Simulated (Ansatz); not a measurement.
A nudged elastic band was laid between two geometries of C2H7BOSi (12 atoms, charge 0, multiplicity 1).

Theory: RKS PBE-D4/def2-mTZVP in Ansatz 0.2.0.

```json
{
 "movable images": "7",
 "climbing image": "yes",
 "spring": "5.0 eV/Å²",
 "optimiser": "quadratic models (default)",
 "start path": "through a guess of the saddle point",
 "force threshold": "0.05 eV/Å",
 "iteration limit": "60",
 "end points": "relaxed"
}
```

First end point:

```xyz
12
Properties=species:S:1:pos:R:3
C -1.480 0.773 -0.209
C -0.282 -0.094 -0.600
B 0.093 -1.253 0.409
Si 1.824 -0.233 0.524
O 0.963 0.720 -0.607
H -1.394 1.133 0.827
H -2.418 0.208 -0.307
H -1.527 1.654 -0.866
H -0.449 -0.482 -1.627
H -0.555 -2.198 0.756
H 2.205 0.529 1.766
H 3.097 -0.813 -0.032
```

Last end point:

```xyz
12
Properties=species:S:1:pos:R:3
C -1.693 0.642 -0.354
C -0.472 -0.083 0.058
B 0.008 -1.302 0.672
Si 1.807 -0.579 0.469
O 0.797 0.848 -0.188
H -1.824 1.597 0.183
H -2.559 0.002 -0.127
H -1.725 0.860 -1.439
H 0.911 0.993 -1.154
H -0.589 -2.246 1.093
H 2.682 0.056 1.514
H 2.733 -0.845 -0.692
```

Task: What changes between the two ends?

Result: Bonds broken: C2–H9. Bonds formed: O5–H9.

Task: What energy profile does the band end with?

Result: The forces met the threshold. The highest image is number 4 of 0 to 8, 41.9 kcal/mol above the first end and 24.2 kcal/mol above the last; the last end lies 17.7 kcal/mol above the first. A vibrational analysis at the climbing image gives one clearly imaginary mode, 1462i cm⁻¹: a first-order saddle point. The orbitals stay closed-shell, which can raise the energy where a bond breaks towards radicals; this wasn't checked here.

| image | path coordinate (Å) | energy (kcal/mol) | C2–H9 (Å) | O5–H9 (Å) |
| --- | --- | --- | --- | --- |
| 0 | 0.00 | 0.0 | 1.11 | 2.12 |
| 1 | 0.45 | 0.2 | 1.12 | 2.12 |
| 2 | 0.91 | 1.9 | 1.12 | 2.06 |
| 3 | 1.36 | 19.4 | 1.12 | 1.71 |
| 4 | 1.82 | 41.9 | 1.30 | 1.24 |
| 5 | 2.36 | 25.6 | 1.85 | 0.98 |
| 6 | 2.91 | 19.7 | 2.07 | 0.98 |
| 7 | 3.46 | 18.2 | 2.12 | 0.98 |
| 8 | 4.00 | 17.7 | 2.13 | 0.98 |

Task: What is the geometry of the highest image?

Result: 
```xyz
12
Properties=species:S:1:pos:R:3
C -1.623 0.798 -0.221
C -0.458 -0.114 -0.185
B 0.087 -1.340 0.429
Si 1.847 -0.417 0.365
O 0.962 0.765 -0.628
H -1.566 1.546 0.586
H -2.527 0.192 -0.049
H -1.739 1.330 -1.177
H 0.288 -0.066 -1.252
H -0.503 -2.294 0.839
H 2.165 0.341 1.618
H 3.144 -0.796 -0.289
```

Task: What are the harmonic wavenumbers there?

Result: 1462i, 149, 184, 276, 322, 392, 428, 495, 610, 640, 707, 713, 769, 845, 906, 934, 982, 1031, 1109, 1356, 1393, 1431, 1460, 2064, 2135, 2158, 2626, 2957, 3016, 3032 cm⁻¹.

The band took 13 iterations and roughly 13 core-minutes.

The run took 6.9 min on 2 threads of Arm Neoverse N1, on a shared host, peak memory 0.17 GiB.
